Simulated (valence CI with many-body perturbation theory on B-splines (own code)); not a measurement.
E1 transitions of Br4+

Level of theory: relativistic CI+MBPT: three valence electrons over a frozen Dirac-Fock core [Ar] 3d10, radial functions for each j: 11 s, 11 p, 10 d, 8 f, 5 g, 2 h, with the one-electron correlation potential Σ1 (screened to all orders), the two-electron term Σ2, the three-electron term Σ3, Breit, model QED; selected single and double excitations, second order for the rest, scaled by the run's own slope (own B-spline code, finite nucleus).

Set against measurement, 8 paired levels are off by 76 cm⁻¹ on average, the worst by 221. These come from a selection out of Moore, Atomic Energy Levels, vol. II, NSRDS-NBS 35 (1971 reprint of NBS Circular 467, 1952), an old analysis. Levels without a partner in it may be off by more.

Lines 51 to 100 of 589 in falling wavelength, among levels below 52.742 eV, chosen from the strongest by gf and those to the six lowest levels. Wavelengths and rates use the calculated energies, so an error of 80 cm⁻¹ moves a line at 5040 Å by 0.4 % and its rate by three times that or more. Electric multipoles are in the length gauge, E1 and E2 with the static RPA response of the core. Weak lines are less certain than strong ones. Lines between different terms over intervals too small for the method are left out, as are lines whose strength nearly cancels. Where a level lies close to another of its J and parity, the split of strength between their lines is uncertain. The highest levels of a list are the least certain.

Names give the largest LS component (configuration and term), which can be under half, so a name can repeat, a term be missing and a line seem to break the LS rules; names also repeat where a configuration has a term twice. Letters in brackets count levels of one name in rising energy.

```tsv
λ vac (Å)	Upper	Lower	A (s⁻¹)	S (a.u.)
5040	4s2 7f 2F°_7/2	4s 4p 5p 2D_5/2 [b]	8.39e+07	4.24e+01
5017	4s 4p 4f 2G_7/2 [b]	4s2 6f 2F°_5/2	7.42e+07	3.70e+01
4981	4s 4p 4d 2F°_5/2 [b]	4s2 5d 2D_3/2	2.34e+07	8.57e+00
4958	4s2 7f 2F°_5/2 [a]	4s 4p 5p 2D_3/2 [b]	2.24e+07	8.08e+00
4919	4s2 7g 2G_9/2	4s2 6f 2F°_7/2	1.00e+08	5.89e+01
4848	4s2 5d 2D_3/2	4s 4p 4d 2D°_5/2 [a]	1.82e+07	4.08e+00
4836	4s 4p 5d 4P°_5/2	4s 4p 4f 4D_5/2	6.66e+06	2.23e+00
4829	4s 4p 5d 4P°_5/2	4s 4p 4f 4D_7/2	1.66e+07	5.53e+00
4827	4s 4p 5p 2S_1/2 [b]	4s2 7p 2P°_3/2	5.59e+07	6.20e+00
4760	4s2 7f 2F°_5/2 [b]	4s 4p 5p 2D_3/2 [b]	4.02e+07	1.28e+01
4727	4s 4p 5p 2S_1/2 [b]	4s2 7p 2P°_1/2	2.62e+07	2.73e+00
4645	4s2 5d 2D_5/2	4s2 4f 2F°_7/2	5.60e+07	1.66e+01
4624	4s2 5d 2D_3/2	4s2 4f 2F°_5/2	3.90e+07	7.61e+00
4567	4s2 7p 2P°_3/2	4s 4p 5p 2D_5/2 [a]	1.93e+07	3.64e+00
4361	4s 4p 5p 2D_5/2 [a]	4s2 6p 2P°_3/2	8.34e+06	2.05e+00
4263	4s 4p 5d 4F°_5/2	4s 4p 4f 4F_7/2	2.81e+07	6.46e+00
4233	4s 4p 5d 4F°_7/2	4s 4p 4f 4F_9/2	3.10e+07	9.28e+00
4211	4s 4p 5d 4F°_3/2	4s 4p 4f 4F_5/2	1.76e+07	2.60e+00
3816	4s 4p 5d 4D°_3/2	4s 4p 4f 4F_5/2	2.72e+07	2.98e+00
3780	4s 4p 5d 2D°_5/2	4s 4p 4f 2F_7/2	3.76e+07	6.02e+00
3738	4s 4p 5d 4D°_1/2	4s 4p 4f 4F_3/2	6.31e+07	3.25e+00
3691	4s2 6f 2F°_7/2	4s2 6d 2D_5/2	4.34e+08	8.62e+01
3688	4s2 6f 2F°_5/2	4s2 6d 2D_5/2	2.89e+07	4.30e+00
3632	4s2 6f 2F°_5/2	4s2 6d 2D_3/2	4.40e+08	6.24e+01
3600	4s2 7f 2F°_5/2 [a]	4s 4p 4f 4F_7/2	1.36e+07	1.87e+00
3595	4s2 6d 2D_3/2	4s2 6p 2P°_3/2	7.56e+07	6.93e+00
3592	4s 4p 5d 4D°_7/2	4s 4p 4f 4F_9/2	2.41e+07	4.42e+00
3589	4s 4p 5d 4D°_3/2	4s 4p 4f 2F_5/2	2.19e+07	2.00e+00
3541	4s2 6d 2D_5/2	4s2 6p 2P°_3/2	4.50e+08	5.92e+01
3509	4s 4p 5p 2P_3/2 [a]	4s 4p 5s 2P°_3/2 [a]	2.38e+07	2.03e+00
3462	4s2 6d 2D_3/2	4s2 6p 2P°_1/2	4.01e+08	3.29e+01
3461	4s2 7f 2F°_5/2 [a]	4s 4p 4f 2F_7/2	1.59e+07	1.95e+00
3362	4s 4p 5d 2D°_3/2	4s 4p 4f 2F_5/2	4.74e+07	3.55e+00
3349	4s2 6p 2P°_1/2	4s2 5d 2D_3/2	3.38e+08	1.25e+01
3259	4s2 6p 2P°_3/2	4s2 5d 2D_5/2	3.20e+08	2.19e+01
3233	4s2 6p 2P°_3/2	4s2 5d 2D_3/2	3.61e+07	2.41e+00
3123	4s 4p 4f 2G_7/2 [a]	4s2 5f 2F°_5/2	9.99e+07	1.20e+01
3106	4s2 6f 2F°_7/2	4s2 5g 2G_9/2	1.33e+07	1.57e+00
3087	4s2 6f 2F°_7/2	4s 4p 5p 2D_5/2 [a]	5.52e+07	6.41e+00
3021	4s 4p 5p 2D_3/2 [b]	4s2 5f 2F°_5/2	3.66e+07	1.99e+00
2969	4s2 6g 2G_9/2 [a]	4s2 5f 2F°_7/2	3.40e+08	4.39e+01
2943	4s2 5g 2G_7/2	4s 4p 4d 2F°_5/2 [b]	1.62e+08	1.63e+01
2930	4s 4p 5p 2D_5/2 [b]	4s2 5f 2F°_7/2	3.07e+07	2.29e+00
2926	4s2 7s 2S_1/2	4s2 6p 2P°_3/2	4.54e+08	1.12e+01
2902	4s 4p 5p 2D_5/2 [a]	4s 4p 4d 2F°_7/2 [b]	3.35e+07	2.43e+00
2886	4s2 5g 2G_9/2	4s 4p 4d 2F°_7/2 [b]	1.80e+08	2.13e+01
2874	4s2 6h 2H°_9/2	4s2 5g 2G_9/2	2.30e+07	2.70e+00
2874	4s2 6h 2H°_11/2	4s2 5g 2G_9/2	1.04e+09	1.46e+02
2874	4s2 6h 2H°_9/2	4s2 5g 2G_7/2	1.01e+09	1.19e+02
2869	4s2 6g 2G_7/2	4s2 5f 2F°_5/2	3.63e+08	3.38e+01
```
